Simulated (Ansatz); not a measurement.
A structure relaxed at PBE-D4/def2-SVP in Ansatz, charge 0, singlet:

```csv
atom,x (Å),y (Å),z (Å)
Cu1,1.494,-0.008,0.952
Cu2,-1.046,0.074,0.971
Cu3,0.354,-0.670,-1.216
Cu4,0.588,1.900,-0.254
S5,-1.320,-2.049,-1.434
S6,-2.406,-1.464,0.231
S7,2.147,0.596,-1.173
S8,0.189,1.621,1.923
```

(1) Give its formula and point group.

(2) Summarise the bond lengths by kind (pairs closer than 1.2 times the sum of covalent radii, bridged metal pairs left out).

Results:

(1) the cluster Cu₄S₄. Point group Cs (tolerance 0.1 Å).

(2) 8 × Cu–S 2.18 to 2.30 Å; 1 × Cu–Cu 2.70 Å; 1 × S–S 2.07 Å.

The restricted singlet is unstable towards broken spin symmetry at other levels; at PBE-D4/def2-SVP this wasn't settled. An occupied level of the charge 0 singlet lies above an empty one (by up to 0.00 eV), so this SCF solution is probably not the lowest. The relaxation made no stability test and no search for a lower SCF solution. No other spin state of charge 0 was run. Another isomer (singlet) lies 0.49 eV lower at PBE0-D4/def2-TZVP; other spin states weren't run for this one.
